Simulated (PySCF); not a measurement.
Vertical excitations of a molecule CH₄ClNOSi₂ from TDA-B3LYP/def2-SVPD (PySCF), as energy in eV (oscillator strength): 3.69 (0.000), 5.16 (0.002), 5.22 (0.001), 5.53 (0.006), 5.87 (0.014), 6.39 (0.010), 6.50 (0.003), 6.64 (0.002), 6.78 (0.031), 6.91 (0.057). Lowest triplet (TDA): 2.96 eV. Geometry optimised at TPSSh-D3(BJ)/def2-SVP. Other conformers were not sampled.

Task: Pick the molecule that these values belong to.
A. O[Si@@]1(Cl)N=C[SiH2]1
B. [SiH3][Si@@]1(Cl)N=CO1
C. Cl[Si@@H]1N=C[SiH2]O1
D. [SiH3]C1=N[Si@H](Cl)O1

Result: A, O[Si@@]1(Cl)N=C[SiH2]1
